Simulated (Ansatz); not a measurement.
Basis-set extrapolation for C$_{2}$H$_{3}$F$_{3}$SSi (`C=CS[Si](F)(F)F`) (PBE0-D4/def2-TZVP geometry, frozen core, Ansatz). Multiplicity 1, RHF reference.

```tsv
	def2-TZVPP	def2-QZVPP
HF	-1062.677481	-1062.716324
MP2 correlation	-1.347782	-1.467445
CCSD(T) correlation	-1.429404	not run
```

Energies in hartree. Use E(X) = E(∞) + A·exp(−7.88·√X) for Hartree–Fock and E(X) = E(∞) + B·X^(−2.97) for correlation, with X = 3 and 4, and add CCSD(T) minus MP2 of the smaller set to the MP2 limit.

Task: What is the CCSD(T) energy at the basis-set limit?

Result: HF limit: -1062.716324 + (-0.038843) × 0.13774 = -1062.72167. MP2 limit: -1.467445 + (-0.119663) × 0.74074 = -1.55608. Higher-order term: -1.429404 − (-1.347782) = -0.08162. Total: -1064.35937 hartree, 662.9 kJ/mol below CCSD(T)/def2-TZVPP.
